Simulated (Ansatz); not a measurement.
AlH3Se3, SMILES `[SeH][Al]([SeH])[SeH]`. Charge 0, multiplicity 1. The geometry is a stationary point of PBE0-D4/def2-TZVP. It is one conformer, not always the lowest.

```xyz
7

Se   -0.914    0.150    2.485
Al   -0.031    0.158    0.348
Se    1.390    1.904   -0.186
Se   -0.600   -1.543   -1.116
H    -1.668   -1.078    2.198
H     1.607    1.373   -1.538
H     0.216   -0.963   -2.191
```

Task: What is the dipole moment at r2SCAN/def2-TZVPP? (An estimate is asked.)

Result: The calculation gave: 1.13 D, with components (0.12, -0.43, -1.04) D in this frame, pointing from negative to positive charge.

Task: And with PBE, B3LYP, ωB97M-V? (Estimate.)

Result: The calculation gave: PBE 1.02 D, B3LYP 1.04 D, ωB97M-V 1.09 D.

Task: Give the Mulliken charges with r2SCAN, ωB97M-V, PBE in def2-TZVPP. (Best estimate.)

Result: Ansatz gave: 
```json
{"atom": "Se1", "r2SCAN": "-0.20", "ωB97M-V": "-0.19", "PBE": "-0.17"}
{"atom": "Al2", "r2SCAN": "0.39", "ωB97M-V": "0.35", "PBE": "0.33"}
{"atom": "Se3", "r2SCAN": "-0.19", "ωB97M-V": "-0.18", "PBE": "-0.17"}
{"atom": "Se4", "r2SCAN": "-0.19", "ωB97M-V": "-0.18", "PBE": "-0.17"}
{"atom": "H5", "r2SCAN": "0.07", "ωB97M-V": "0.07", "PBE": "0.06"}
{"atom": "H6", "r2SCAN": "0.06", "ωB97M-V": "0.07", "PBE": "0.06"}
{"atom": "H7", "r2SCAN": "0.06", "ωB97M-V": "0.07", "PBE": "0.06"}
```

B3LYP here is the variant with VWN-RPA as its local correlation; programs differ in this.
